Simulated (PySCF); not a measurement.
Cl$_{2}$La, doublet, at a GFN2-xTB geometry (such geometries of metal compounds can be far from the true shape) (the multiplicity is a formal guess) (core potentials on La); R2SCAN/def2-SVP (PySCF).

Input for PySCF:
```python
from pyscf import gto, scf, dft

mol = gto.Mole()
mol.atom = '''
    La    0.364856   -0.024101    0.430976
    Cl    0.882485    0.353027   -1.969961
    Cl   -2.105827   -0.272216    0.524924
'''
mol.basis = 'def2-svp'
mol.ecp = {'La': 'def2-svp'}
mol.charge = 0
mol.spin = 1
mol.verbose = 4
mol.build()

mf = dft.UKS(mol)
mf.xc = 'r2scan'
mf.conv_tol_grad = 1e-7
mf.kernel()
```

The log (banner, timings and long lists left out):

```
PySCF version 2.14.0

[INPUT] verbose = 4
[INPUT] num. atoms = 3
[INPUT] num. electrons = 45
[INPUT] charge = 0
[INPUT] spin (= nelec alpha-beta = 2S) = 1
[INPUT] symmetry False subgroup None
[INPUT] Mole.unit = angstrom
[INPUT] Symbol           X                Y                Z      unit          X                Y                Z       unit  Magmom
[INPUT]  1 La     0.364856000000  -0.024101000000   0.430976000000 AA    0.689477914904  -0.045544289328   0.814426606261 Bohr   0.0
[INPUT]  2 Cl     0.882485000000   0.353027000000  -1.969961000000 AA    1.667654959037   0.667124344577  -3.722686766074 Bohr   0.0
[INPUT]  3 Cl    -2.105827000000  -0.272216000000   0.524924000000 AA   -3.979436295714  -0.514413686725   0.991962596211 Bohr   0.0

nuclear repulsion = 118.434464375076
number of shells = 28
number of NR pGTOs = 129
number of NR cGTOs = 68
basis = def2-svp
ecp = {'La': 'def2-svp'}

******** <class 'pyscf.dft.uks.UKS'> ********
method = UKS
initial guess = minao
damping factor = 0
level_shift factor = 0
DIIS = <class 'pyscf.scf.diis.CDIIS'>
diis_start_cycle = 1
diis_space = 8
diis_damp = 0
SCF conv_tol = 1e-09
SCF conv_tol_grad = 1e-07
SCF max_cycles = 50
direct_scf = True
direct_scf_tol = 1e-13
number electrons alpha = 23  beta = 22
XC library pyscf.dft.libxc version 7.1.2
    S. Lehtola, C. Steigemann, M. J. T. Oliveira, and M. A. L. Marques,  SoftwareX 7, 1–5 (2018)
XC functionals = r2scan
    J. W. Furness, A. D. Kaplan, J. Ning, J. P. Perdew, and J. Sun,  J. Phys. Chem. Lett. 11, 8208–8215 (2020)
    J. W. Furness, A. D. Kaplan, J. Ning, J. P. Perdew, and J. Sun,  J. Phys. Chem. Lett. 11, 9248–9248 (2020)
    J. W. Furness, A. D. Kaplan, J. Ning, J. P. Perdew, and J. Sun,  J. Phys. Chem. Lett. 11, 8208–8215 (2020)
    J. W. Furness, A. D. Kaplan, J. Ning, J. P. Perdew, and J. Sun,  J. Phys. Chem. Lett. 11, 9248–9248 (2020)
radial grids:
    Treutler-Ahlrichs [JCP 102, 346 (1995); DOI:10.1063/1.469408] (M4) radial grids

becke partition: Becke, JCP 88, 2547 (1988); DOI:10.1063/1.454033
pruning grids: <function nwchem_prune>
grids dens level: 3
symmetrized grids: False
atomic radii adjust function: <function treutler_atomic_radii_adjust>
small_rho_cutoff = 0
tot grids = 62464
init E= -948.691905744124

cycle= 1 E= -951.480256832197  delta_E= -2.79  |g|= 0.614  |ddm|= 7.39
cycle= 2 E= -951.374898825886  delta_E= 0.105  |g|= 0.744  |ddm|= 2.79
cycle= 3 E= -951.785219378549  delta_E= -0.41  |g|= 0.0986  |ddm|= 1.97
cycle= 4 E= -951.791355187505  delta_E= -0.00614  |g|= 0.0463  |ddm|= 0.326
cycle= 5 E= -951.792875764113  delta_E= -0.00152  |g|= 0.0178  |ddm|= 0.124
cycle= 6 E= -951.793201413591  delta_E= -0.000326  |g|= 0.00534  |ddm|= 0.0613
cycle= 7 E= -951.793254848638  delta_E= -5.34e-05  |g|= 0.00153  |ddm|= 0.0347
cycle= 8 E= -951.79326120996  delta_E= -6.36e-06  |g|= 0.000813  |ddm|= 0.0129
cycle= 9 E= -951.793262622031  delta_E= -1.41e-06  |g|= 0.000136  |ddm|= 0.00641
cycle= 10 E= -951.793262705133  delta_E= -8.31e-08  |g|= 3.19e-05  |ddm|= 0.00192
cycle= 11 E= -951.793262706189  delta_E= -1.06e-09  |g|= 1.46e-05  |ddm|= 0.000138
cycle= 12 E= -951.79326270649  delta_E= -3.01e-10  |g|= 6.84e-06  |ddm|= 9.78e-05
cycle= 13 E= -951.79326270653  delta_E= -3.96e-11  |g|= 1.7e-06  |ddm|= 1.93e-05
cycle= 14 E= -951.79326270654  delta_E= -1.02e-11  |g|= 5.82e-07  |ddm|= 1.37e-05
cycle= 15 E= -951.793262706539  delta_E= 9.09e-13  |g|= 3.89e-07  |ddm|= 9.76e-06
cycle= 16 E= -951.793262706541  delta_E= -1.82e-12  |g|= 1.88e-07  |ddm|= 4.43e-06
cycle= 17 E= -951.793262706541  delta_E= -4.55e-13  |g|= 6.26e-08  |ddm|= 2.52e-06
Extra cycle  E= -951.793262706542  delta_E= -4.55e-13  |g|= 4.77e-08  |ddm|= 4.34e-07
converged SCF energy = -951.793262706542  <S^2> = 0.75190725  2S+1 = 2.0019063
```
